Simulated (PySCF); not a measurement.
NMR data sheet: C₅H₇FOSi

```
Formula                               : C5H7FOSi
SMILES                                : C#CC[SiH2]O/C=C/F
InChI                                 : InChI=1S/C5H7FOSi/c1-2-5-8-7-4-3-6/h1,3-4H,5,8H2/b4-3+
Point group of the computed structure : C1
Degrees of unsaturation               : 3
Carbon signals                        : 5
Proton signals                        : 5
```

Bonds (- single, = double, # triple, : aromatic): C1#C2 1.197 Å, C2-C3 1.440 Å, C3-Si4 1.901 Å, Si4-O5 1.639 Å, O5-C6 1.336 Å, C6=C7 1.323 Å, C7-F8 1.346 Å. C1 carries H9; C3 carries H10, H11; Si4 carries H12, H13; C6 carries H14; C7 carries H15. Stereochemistry as in C#CC[SiH2]O/C=C/F.

Method: PBE0/pcSseg-1 with gauge-including orbitals, structure optimised with GFN2-xTB, in PySCF 2.14.0 with density-fitted response routines (rapidly exchanging positions averaged, a single conformation, no solvent model, non-relativistic).

References, each an isolated molecule treated in the same way: $^{1}$H, $^{13}$C, $^{29}$Si against TMS; $^{19}$F against CFCl3; $^{17}$O vs H2O.

| carbon | δC, type | δH (multiplicity) | HMBC from (2–3 bonds) | span of the C tensor (ppm) |
| --- | --- | --- | --- | --- |
| C1 | 73.8, CH | 1.21 (t) | H10/H11 | 225 |
| C2 | 81.5, C | – | H12/H13, H10/H11, H9 | 285 |
| C3 | 4.5, CH2 | 2.21 (m) | H12/H13, H9 | 41 |
| C6 | 141.6, CH | 7.12 (m) | H15, H12/H13 | 153 |
| C7 | 147.7, CH | 7.10 (m) | H14 | 119 |

Other nuclei:
```
  atoms    nucleus                           environment  δ (ppm)  σ (ppm)
H12/H13    $^{1}$H  hydrogen on a silicon bonded to C, O     4.95    26.77
     F8   $^{19}$F                      vinylic fluorine   -192.2    363.1
    Si4  $^{29}$Si           silicon bonded to C, O, 2 H    -24.4    373.6
     O5   $^{17}$O                oxygen bonded to C, Si     63.5    272.6
```

Carbon types of the structure: 1 × C, 3 × CH, 1 × CH2, leaving 2 H on heteroatoms. δC 147.7: β carbon of an enol-ether or enamine type C=C. δC 141.6: alkene carbon bearing oxygen; an sp2 carbon further deshielded by the attached heteroatom. δC 81.5: alkyne carbon; the triple bond shields along its axis, which puts it between sp3 and sp2 carbons. δC 73.8: terminal alkyne carbon; sp carbons lie upfield of alkene carbons because the cylindrical π system leaves one tensor component strongly shielded. δH 7.12: hydrogen on an alkene carbon bearing oxygen; attached to an sp2 carbon and in the plane of the double bond.

Splittings by $^{19}$F in the carbon and heteronuclear signals aren't shown, as no couplings were computed. Shifts are as computed. Against solution values, carbons near 30 ppm lie about +3 ppm off and those near 130 ppm about +5 ppm. Of 1211 compounds with measured shifts, 218 miss one by over three times the rms of a fit or turn the order of signals round; such compounds aren't used in these exercises. Unscaled 19F shifts against computed CFCl3 carry errors that often reach 10 to 50 ppm. Experimental scales use liquid or dissolved standards, which lie at an offset from isolated H2O (liquid H2O: subtract about 36 ppm). Multiplicities follow the n + 1 count of equivalent neighbours, as no J values were calculated; m marks all less simple cases, F and P coupling included.
